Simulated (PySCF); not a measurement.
A structure optimised at TPSSh-D3(BJ)/def2-TZVP, used in a PySCF frequency run:

```
Ti
O 1 1.6427
O 1 1.6427 2 111.36
```
Charge 0, spin multiplicity 1.

### Question
Write its SMILES, formula and point group.

### Answer
[O]=[Ti]=[O], O2Ti, C2v

### Question
What are its rotational constants (standard atomic weights)?

### Answer
30.724, 8.5808, 6.7075 GHz
